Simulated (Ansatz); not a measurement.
Species: C₂H₆AlF (charge 0, singlet). 
Structure (B3LYP-D3(BJ)/def2-TZVP (Ansatz, an electronic-structure program) minimum search):
```xyz
10

C      1.6556    -0.9523     0.2776
Al     0.0033     0.0335    -0.0176
C     -1.7991    -0.5010     0.4869
F      0.1482     1.5011    -0.7896
H      1.4951    -1.8882     0.8165
H      2.1406    -1.1919    -0.6733
H      2.3718    -0.3534     0.8474
H     -2.2367     0.2181     1.1856
H     -1.8282    -1.4855     0.9583
H     -2.4585    -0.5250    -0.3854
```

Wanted: vertical ionisation energy (to the doublet state of charge +1; each state is the SCF solution reached for its spin), in eV. Correlated levels leave the core frozen unless marked. Open shells are spin-unrestricted. No spin-orbit coupling. Non-relativistic. CBS(X,Y): correlation extrapolated as X^-3; Hartree-Fock from the larger set. The bracket is a focal-point correction in the basis named.

RI-MP2/CBS(aug-cc-pV(T+d)Z,aug-cc-pV(Q+d)Z)+[CCSD(T)-MP2]/aug-cc-pV(T+d)Z (Ansatz) gives 10.48 eV.

Another calculation gave 9.77 eV. Which level was it?
A) BHLYP/def2-TZVPD (Ansatz)
B) SVWN5/def2-TZVPD (Ansatz)
C) PBE/def2-TZVPD (Ansatz)
D) wB97M-V/def2-TZVPD (Ansatz)

C, PBE/def2-TZVPD (Ansatz). The others give 9.97 (SVWN5), 10.16 (BHLYP), 10.28 (wB97M-V) eV.
